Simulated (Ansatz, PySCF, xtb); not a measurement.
Gas-phase reaction in SMILES: CCC(O)CC + 5 [H][H] (H2) -> 5 C (CH4) + O (H2O)
Each molecule is optimised on its own at B3LYP-D3(BJ)/def2-TZVP (Ansatz, a quantum-chemistry and plane-wave program), one conformer each, not searched for the lowest.
Geometry of the first species:
```xyz
18

C      2.5438    -0.0219    -0.3328
C      1.2136     0.7222    -0.3823
C      0.0052    -0.1732    -0.1172
C     -1.3175     0.5739    -0.2744
C     -2.5429    -0.3200    -0.1161
O      0.0968    -0.8038     1.1652
H      2.5860    -0.7948    -1.1039
H      2.6805    -0.5108     0.6318
H      3.3824     0.6574    -0.4950
H      1.0867     1.1967    -1.3600
H      1.2105     1.5358     0.3538
H      0.0242    -1.0106    -0.8224
H     -1.3469     1.3859     0.4628
H     -1.3302     1.0550    -1.2570
H     -2.5393    -0.8167     0.8542
H     -3.4657     0.2560    -0.2032
H     -2.5598    -1.0964    -0.8846
H      0.0850    -0.1129     1.8386
```
Charge 0, spin multiplicity 1.

Quantity: energy of full hydrogenation (enthalpy at 298 K, with B3LYP-D3(BJ) rigid-rotor harmonic-oscillator terms from PySCF), in kJ/mol. Valence correlation only, unless marked. No spin-orbit coupling. No relativistic terms. CBS(X,Y): correlation extrapolated as X^-3; Hartree-Fock from the larger set.

| level | program | energy of full hydrogenation (kJ/mol) |
|---|---|---|
| GFN2-xTB | xtb | -309.4 |
| HF/STO-3G | Ansatz | -300.1 |
| r2SCAN-D4/def2-TZVPD | Ansatz + dftd4 | -296.3 |
| CAM-B3LYP-D3(BJ)/def2-TZVPD | Ansatz + dftd3 | -314.5 |
| B2PLYP-D4/def2-TZVPD | Ansatz + dftd4 | -303.4 |

Problem. Predict the CCSD(T)/CBS(cc-pVTZ,cc-pVQZ) result (Ansatz).

Solution. -299.4 kJ/mol, so B2PLYP-D4/def2-TZVPD differs from it by -4.0 kJ/mol.
